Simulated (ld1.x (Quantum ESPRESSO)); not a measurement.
aluminium: one change to an RRKJ potential, before and after

ld1.x (Quantum ESPRESSO) 7.5 input, shortened:

```
&input
   title='Al', zed=13., rel=2, dft='PBE', iswitch=3,
   config='[Ne] 3s1 3p0 3d-2', rel_dist='average'
 /
 &inputp
   pseudotype=2, tm=.false., rho0=0.01, lloc=0,
   nlcc=.true., new_core_ps=.true., rcore=1.85
 /
3
3P  2  1   0.00   0.00  1.85  1.85  0.0
3D  3  2  -2.00   0.40  2.00  2.00  0.0
3S  1  0   1.00   0.00  2.10  2.10  0.0
 &test
   configts(1)='3s1 3p0'
 /
```

Open shells are filled in proportion to 2j + 1 (rel_dist='average').

All-electron outer shells of the reference configuration (PBE, scalar-relativistic, ld1.x):

```
shell  level (eV)  outermost node (bohr)  outermost maximum (bohr)
   3s      -23.75                   0.79                      1.91
   3p      -17.20                   0.80                      2.19
```

Change: wave 3d channel at 0.4 Ry: rc 2.00 bohr becomes 3d channel at 7.28 Ry: rc 2.00 bohr.

Cutoffs: the cutoffs (Ry, on a coarse ladder) from which the occupation-weighted sum of valence levels, in a spherical-Bessel basis at the reference potential, stays within 10 and 1 mRy of its value at 400 Ry; they do not see the model core or the augmentation charge, which bear on the density cutoff. Errors are all-electron minus pseudo energies relative to the spin-unpolarised reference configuration.

**Question.** Predict the effect on cutoff, ghosts and configuration errors.

**Answer.** The potential gets neither clearly harder nor softer (10 Ry and 25 Ry → 10 Ry and 25 Ry); a bound ghost appears in d, which as a rule spoils a file; the errors of the 7 common tests hardly move.

| quantity | base | changed |
| --- | --- | --- |
| cutoff, loose | 10 Ry | 10 Ry |
| cutoff, tight | 25 Ry | 25 Ry |
| bound ghosts | none | d3/2, d5/2 |
| error for 3s2 3p1, meV [ΔE -24.99 eV] | +75 | +75 |
| error for 3s2 3p0, meV [ΔE -19.23 eV] | +46 | +46 |
| error for 3s2 3p0.5, meV [ΔE -22.90 eV] | +63 | +63 |
| error for 3s2 3p1.3, meV [ΔE -25.56 eV] | +79 | +79 |
| error for 3s1 3p1, meV [ΔE -13.42 eV] | +22 | +22 |
| error for 3s1 3p2, meV [ΔE -19.85 eV] | +48 | +48 |
| error for 3s0 3p3, meV [ΔE -14.54 eV] | +24 | +24 |
| s: phases at 2.29 bohr within 0.05 rad from the reference energy up to (Ry; the scan ends near 5) | 1.6 | 1.6 |
| p1/2: phases at 2.29 bohr within 0.05 rad from the reference energy up to (Ry; the scan ends near 5) | 1.4 | 1.4 |
| p3/2: phases at 2.29 bohr within 0.05 rad from the reference energy up to (Ry; the scan ends near 5) | 1.3 | 1.3 |
| d3/2: phases at 2.29 bohr within 0.05 rad from the reference energy up to (Ry; the scan ends near 5) | 3.6 | n/a |
| d5/2: phases at 2.29 bohr within 0.05 rad from the reference energy up to (Ry; the scan ends near 5) | 3.6 | n/a |

 A true bound ghost makes a file unfit for plane-wave use even where its test errors are small: the radial tests pick states by their node count and pass the ghost by.
